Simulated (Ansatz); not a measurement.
Reaction (redistribution): `[F][InH][SeH]` + `O[SiH2]S` → `[F][InH][SH]` + `O[SiH2][SeH]`

Isolated molecules relaxed with PBE0-D4/def2-TZVP in Ansatz; ΔE leaves out vibrations. CCSD(T)/CBS adds triple-zeta CCSD(T) − MP2 to the extrapolated MP2 energy (def2 sets, frozen cores). Functionals use def2-TZVPP. def2 core potentials past Kr. For In, Se outer-core shells are correlated without core-valence functions, which leaves a few kJ/mol of doubt a bond. Scalar relativity is left out up to krypton. Each species was taken in one conformer, which may not be the lowest.

Is it downhill or uphill in electronic energy at CCSD(T)/CBS, and by how much? (Best estimate.)

The calculation gave: Uphill: ΔE = +20.8 kJ/mol.

What do these levels give: BLYP, r2SCAN, r2SCANh, LC-ωPBE, HF/def2-SVP, HF/def2-QZVPP? (Best estimate.)

The calculation gave: BLYP 21.3, r2SCAN 21.1, r2SCANh 21.4, LC-ωPBE 20.3, HF/def2-SVP 23.5, HF/def2-QZVPP 24.2 kJ/mol.

Largest T1 diagnostic among the species: 0.016.

In def2-TZVPP, CCSD(T) changes the Hartree–Fock value by −3.7 kJ/mol (the triples alone add −0.5 kJ/mol) and MP2 by −3.5 kJ/mol. Leaving LDA and LC-ωPBE aside and taking each functional with its dispersion term where it has one, the values, not all of them listed here, spread over 3.1 kJ/mol, from revPBE-D4 to BHLYP-D4.
